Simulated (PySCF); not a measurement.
# Electron correlation in B⁺ (boron, charge +1)

[He] 2p2, high-spin 3P determinant (an excited configuration). All numbers are calculated (PySCF 2.14, the non-relativistic Hamiltonian (point nucleus), in aug-cc-pVQZ). Frozen: 1s2; 2 electrons correlated.

With two correlated electrons CCSD is exact within the correlated space (frozen core and kept virtual orbitals).

```
level  correlation energy (mhartree)
 CCSD                          -9.46
```

Diagnostics: T1 = 0.00095, D1 = 0.0013, largest double amplitude 0.025.

Cost of the coupled-cluster step: of the order of 8 core-seconds, for 2 correlated electrons.
